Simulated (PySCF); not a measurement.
C₄H₆Ge, SMILES [GeH3][C](=C)C#C. Atoms are numbered in the order given.

```xyz
11

C     -1.0587    -2.7017     0.0000
C     -0.2646    -1.7810     0.0000
C      0.5984    -0.6473     0.0000
C      1.9422    -0.7497     0.0000
Ge    -0.2831     1.1153     0.0000
H     -1.7473    -3.5251     0.0000
H      2.4410    -1.7244     0.0000
H      2.5808     0.1379     0.0000
H     -1.1667     1.2520    -1.2550
H     -1.1667     1.2520     1.2550
H      0.8154     2.1974     0.0000
```
Charge 0, spin multiplicity 1.

Coordinates come from a B3LYP-D3(BJ)/def2-SVP optimisation. The structure was generated by enumeration, and PubChem lists no compound with its InChIKey, so it may never have been made.

All values below come from PBE/pcSseg-1 in PySCF.

GIAO shieldings, no solvent; atoms listed in one row are averaged. δ = σ(ref) − σ: ¹³C against TMS (σ = 182.0 ppm); ⁷³Ge against GeH4 (σ = 1614.4 ppm); ¹H against TMS (σ = 31.49 ppm), references at their B3LYP-D3(BJ)/def2-TZVP geometries, non-relativistic.

Computed chemical shifts:
```tsv
nucleus	atoms	count	δ (ppm)
¹³C	C4	1	148.3
¹³C	C3	1	135.5
¹³C	C1	1	93.7
¹³C	C2	1	90.4
⁷³Ge	Ge5	1	144.9
¹H	H7	1	6.78
¹H	H8	1	6.46
¹H	H9, H10, H11	3	4.70
¹H	H6	1	3.72
```
